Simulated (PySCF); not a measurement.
Ge(F)3(OH) (F₃GeHO), SMILES [F][Ge]([OH])([F])[F].

The structure is a stationary point at PBE0-D3(BJ)/def2-SVP. One conformer was computed; it need not be the lowest.

These are PBE/def2-TZVP in PySCF values and carry that method's errors.

The molecule is in vacuum.

Computed frontier levels, gap, dipole moment and polarisability:
```
Property                                                                                                        Value
---------------------------------------------------------------------------------------------  ----------------------
highest occupied level                                                                                       -8.80 eV
lowest empty level                                                                                           -2.42 eV
orbital gap                                                                                                   6.38 eV
dipole moment                                                                                                  2.20 D
quadrupole, principal values (traceless, Buckingham form, about the centre of nuclear charge)  -4.57, -3.11, 7.68 D·Å
mean static polarisability                                                                       29.5 bohr³ (4.37 Å³)
polarisability, principal values                                                               27.9, 29.0, 31.6 bohr³
```
